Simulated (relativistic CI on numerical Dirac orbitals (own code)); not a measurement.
**Level scheme of Hg LXX**

These numbers are calculated, not measured: Dirac-Coulomb-Breit CI, KLI orbitals optimised for each configuration, model QED (radiative potential, 1s self-energy scaled to tabulated hydrogen-like ionisation energies), unscaled Slater integrals (own radial code, finite nucleus).

Configurations in the expansion (outside the closed core [Ne]): 3s, 3p, 3d, 4s, 4p, 4d, 4f, 5s, 5p, 5d, 5f, 5g, 6s, 6p, 6d, 7s, 7p. Levels of other configurations are missing.

The lowest level is 3s 2S_1/2, with 100 % of that term; Hund's rules for 3s give 2S with J = 1/2, in agreement.

| No. | Configuration | Term | J | E (eV) | % | Next component (%) | Lifetime (s) | jj configuration (%) |
| --- | --- | --- | --- | --- | --- | --- | --- | --- |
| 1 | 3s | 2S | 1/2 | 0.00 | 100 |  |  | 3s (100) |
| 2 | 3p | 2P° | 1/2 | 181.07 | 100 |  | 1.93e-11 | 3p1/2 (100) |
| 3 | 3p | 2P° | 3/2 | 723.42 | 100 |  | 2.74e-13 | 3p3/2 (100) |
| 4 | 3d | 2D | 3/2 | 929.07 | 100 |  | 3.52e-13 | 3d3/2 (100) |
| 5 | 3d | 2D | 5/2 | 1050.63 | 100 |  | 3.40e-12 | 3d5/2 (100) |
| 6 | 4s | 2S | 1/2 | 3936.57 | 100 |  | 1.03e-14 | 4s (100) |
| 7 | 4p | 2P° | 1/2 | 4011.17 | 100 |  | 8.53e-15 | 4p1/2 (100) |
| 8 | 4p | 2P° | 3/2 | 4233.35 | 100 |  | 1.52e-14 | 4p3/2 (100) |
| 9 | 4d | 2D | 3/2 | 4311.34 | 100 |  | 6.28e-15 | 4d3/2 (100) |
| 10 | 4d | 2D | 5/2 | 4363.86 | 100 |  | 5.94e-15 | 4d5/2 (100) |
| 11 | 4f | 2F° | 5/2 | 4404.16 | 100 |  | 2.82e-15 | 4f5/2 (100) |
| 12 | 4f | 2F° | 7/2 | 4427.32 | 100 |  | 2.92e-15 | 4f7/2 (100) |
| 13 | 5s | 2S | 1/2 | 5685.46 | 100 |  | 1.29e-14 | 5s (100) |
| 14 | 5p | 2P° | 1/2 | 5722.81 | 100 |  | 1.08e-14 | 5p1/2 (100) |
| 15 | 5p | 2P° | 3/2 | 5834.49 | 100 |  | 1.78e-14 | 5p3/2 (100) |
| 16 | 5d | 2D | 3/2 | 5872.63 | 100 |  | 8.38e-15 | 5d3/2 (100) |
| 17 | 5d | 2D | 5/2 | 5899.69 | 100 |  | 8.16e-15 | 5d5/2 (100) |
| 18 | 5f | 2F° | 5/2 | 5919.70 | 100 |  | 5.34e-15 | 5f5/2 (100) |
| 19 | 5f | 2F° | 7/2 | 5931.61 | 100 |  | 5.54e-15 | 5f7/2 (100) |
| 20 | 5g | 2G | 7/2 | 5934.36 | 100 |  | 9.50e-15 | 5g7/2 (100) |
| 21 | 5g | 2G | 9/2 | 5941.42 | 100 |  | 9.63e-15 | 5g9/2 (100) |
| 22 | 6s | 2S | 1/2 | 6610.75 | 100 |  | 1.83e-14 | 6s (100) |
| 23 | 6p | 2P° | 1/2 | 6632.00 | 100 |  | 1.52e-14 | 6p1/2 (100) |
| 24 | 6p | 2P° | 3/2 | 6695.79 | 100 |  | 2.41e-14 | 6p3/2 (100) |
| 25 | 6d | 2D | 3/2 | 6717.32 | 100 |  | 1.22e-14 | 6d3/2 (100) |
| 26 | 6d | 2D | 5/2 | 6733.00 | 100 |  | 1.21e-14 | 6d5/2 (100) |
| 27 | 7s | 2S | 1/2 | 7158.41 | 100 |  | 2.57e-14 | 7s (100) |
| 28 | 7p | 2P° | 1/2 | 7171.63 | 100 |  | 2.21e-14 | 7p1/2 (100) |
| 29 | 7p | 2P° | 3/2 | 7211.41 | 100 |  | 3.35e-14 | 7p3/2 (100) |

Energies count from the lowest computed level; ° marks odd parity; lifetimes are radiative, by E1, M1, E2, M2 decay to levels of this space only. Filled j subshells are mostly left out of the jj labels.

The mean weight of the leading LS term, summed over parents, in these 29 levels is 100 %, and that of the leading jj configuration (from the same eigenvectors) 100 %.

At this charge energies of transitions that change n are usually good to better than 1 %, and those within a shell (Δn = 0) to a few per cent.
